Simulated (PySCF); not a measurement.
**UHF on Mn(2+) (manganese, charge +2)**

Configuration: [Ar] 3d4 4s1, high-spin 6D determinant (an excited configuration). Computed with PySCF 2.14 in aug-cc-pVTZ, with the non-relativistic Hamiltonian (point nucleus).

```
Total energy                                                  : -1148.826912 hartree
One-electron energy                                           : -1562.7725 hartree
Hartree (Coulomb) energy                                      : 464.2980 hartree
Exchange energy                                               : -50.3524 hartree
Kinetic energy                                                : 1148.94958 hartree
⟨S²⟩                                                          : 8.7514
⟨L²⟩                                                          : 6.016
Sum of ⟨r⟩                                                    : 15.95 bohr
Sum of ⟨r²⟩                                                   : 20.68 bohr²
Traceless quadrupole moment −½Σ⟨3z² − r²⟩ along its main axis : -0.294 e·bohr²
Density at the nucleus (Gaussians lack the cusp)              : 10500 bohr⁻³
Spin density at the nucleus                                   : 6.34 bohr⁻³
Langevin diamagnetic susceptibility                           : -16.4 ×10⁻⁶ cm³/mol
```

| shell | electrons | mean orbital energy (eV) | spread (eV) | rms radius, mean of both spins (bohr) |
| --- | --- | --- | --- | --- |
| 1s α | 1 | -6571.3 | 0 | 0.0713 |
| 1s β | 1 | -6571.1 | 0 | 0.0713 |
| 2s α | 1 | -820.63 | 0 | 0.305 |
| 2s β | 1 | -817.08 | 0 | 0.305 |
| 2p α | 3 | -703.53 | 0 | 0.274 |
| 2p β | 3 | -700.15 | 0.977 | 0.274 |
| 3s α | 1 | -134.18 | 0 | 0.913 |
| 3s β | 1 | -124.13 | 0 | 0.913 |
| 3p α | 3 | -98.183 | 1.480 | 0.971 |
| 3p β | 3 | -86.398 | 2.226 | 0.971 |
| 3d α | 4 | -42.225 | 1.942 | 1.15 |
| 4s α | 1 | -25.001 | 0 | 2.72 |

Spin-orbit constants ζ (cm⁻¹) from the X2C one-electron operator on these orbitals (non-relativistic here): bare nucleus, nucleus screened by l(l+1)(2l+1)/3 electrons, and screened by the Breit-Pauli mean field of the electrons.

```tsv
shell	bare	screened nucleus	mean field
2p	57130	52560	50430
3p	7006	6446	6141
3d	691.6	414.9	373.9
```

To first order the Landé constant is A = 74.79 cm⁻¹, so the lowest level has J = 1/2 and lies 0.0649 eV below the centre of the term. This holds in LS coupling only.
